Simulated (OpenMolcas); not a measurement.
# CH5GaO (SMILES C[O][GaH2]): the dipole moment, rung by rung

CH5GaO: 8 atoms, total charge 0, spin state singlet. SMILES: `C[O][GaH2]`. The coordinates come from a PBE0-D4/def2-TZVP relaxation.

```xyz
8

C    -0.6168    0.9726   -0.4229
O    -0.7053   -0.2735    0.2135
Ga    0.7032   -1.3020    0.5793
H    -1.2002    0.9620   -1.3506
H     0.4142    1.2562   -0.6766
H    -1.0306    1.7542    0.2243
H     2.0939   -0.7328    0.1429
H     0.3417   -2.6367    1.2901
```

Quantity: the dipole moment, in D. The values are calculated.

```csv
level,kind,program,value (D),CPU time
HF/cc-pVDZ,Hartree–Fock,OpenMolcas,1.41,5.8 s
BLYP/cc-pVDZ,GGA,OpenMolcas,0.96,23 s
PBE/cc-pVDZ,GGA,OpenMolcas,0.97,23 s
revPBE/cc-pVDZ,GGA,OpenMolcas,0.96,23 s
TPSS/cc-pVDZ,meta-GGA,OpenMolcas,0.99,33 s
r2SCAN/cc-pVDZ,meta-GGA,OpenMolcas,1.05,32 s
B3LYP/cc-pVDZ,global hybrid,OpenMolcas,1.07,22 s
M06-2X/cc-pVDZ,hybrid meta-GGA,OpenMolcas,1.17,27 s
```

All-electron rows without a relativistic Hamiltonian named are non-relativistic. The values span 0.96 to 1.41 D. Magnitudes only. CPU times are rough (shared hosts, several kinds of processor): they show what a rung costs within a factor of a few.
